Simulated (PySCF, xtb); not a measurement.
C₃H₅N₃, SMILES N=c1[nH]cc[nH]1.

GFN2-xTB (xtb 6.7.1) at its own geometry gives an orbital gap of 4.15 eV and a dipole moment of 3.12 D.

The structure is a stationary point at B3LYP-D3(BJ)/def2-SVP.

Question: What does CAM-B3LYP/def2-TZVP (PySCF) give? (Estimate from the structure and the level; the computed values follow.)

Answer: gap 8.13 eV (levels -6.47 and 1.66 eV), dipole 3.36 D.
